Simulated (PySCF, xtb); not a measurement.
3-methylidenepent-1-en-4-yne (C6H6), SMILES C#CC(=C)C=C. Other conformers were not sampled.

Harmonic wavenumbers (cm⁻¹) from xtb with GFN2-xTB at its own minimum, in rising order: 108, 142, 226, 282, 431, 438, 536, 601, 676, 713, 736, 794, 875, 895, 938, 1013, 1022, 1281, 1289, 1394, 1409, 1632, 1671, 2257, 3056, 3103, 3106, 3131, 3137, 3393.

Task: What does PySCF with B3LYP-D3(BJ)/def2-SVP give at its own minimum? (An estimate is asked for; the answer gives what the named calculation found.)

Result: 155, 161, 269, 310, 469, 510, 618, 682, 704, 724, 764, 778, 927, 944, 951, 1025, 1050, 1308, 1324, 1401, 1435, 1647, 1705, 2215, 3145, 3152, 3160, 3247, 3259, 3471. Paired by order, the mean absolute difference is 45 cm⁻¹ and the zero-point energies are 57.6 and 59.3 kcal/mol.
